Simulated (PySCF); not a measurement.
Dipole response of Ru²⁺ (ruthenium, charge +2)

[Kr] 4d6, high-spin 5D determinant. Calculation: PySCF 2.14, in aug-cc-pwCVDZ-PP with ECP28MDF (6s6p5d3f, 70 functions); scalar relativity through the core potential. Coupled (time-dependent) response in atomic units; α is the mean over directions. A double-zeta set is small for polarisabilities.

```tsv
method	mean α (bohr³)	α xx, yy, zz	C₆ (like pair)	S(−4)
UHF	7.355	7.646, 7.646, 6.774	39.01	14.76
PBE	8.418	8.754, 8.754, 7.747	45.24	23.24
PBE0	8.023	8.341, 8.341, 7.388	43.02	19.43
CAM-B3LYP	8.375	8.858, 8.858, 7.408	43.96	31.34
```

S(−4) is the Cauchy moment in α(ω) = α(0) + S(−4) ω² + …

Spin-orbit coupling is absent.

α(iu) at PBE0:

| u (hartree) | α(iu) (bohr³) |
| --- | --- |
| 0 | 8.023 |
| 0.0500 | 7.975 |
| 0.100 | 7.838 |
| 0.200 | 7.366 |
| 0.300 | 6.771 |
| 0.500 | 5.618 |
| 0.750 | 4.480 |
| 1.00 | 3.625 |
| 1.50 | 2.467 |
| 2.00 | 1.759 |
| 3.00 | 0.9998 |
| 5.00 | 0.4335 |

A single London oscillator, α(iu) = α/(1 + u²/ω²), gives C₆ = (3/4) ω α². Matching the computed C₆ needs ω = 4 × 43.02 / (3 × 8.023²) = 0.891 hartree.

For an ion, C₆ is the dispersion term alone; charge-induced terms of lower order in 1/R come first.

The components differ because the open shell of this determinant is not spherical; for a pure term their mean is the scalar polarisability.

Energies and moments cover only the electrons outside the core potential.
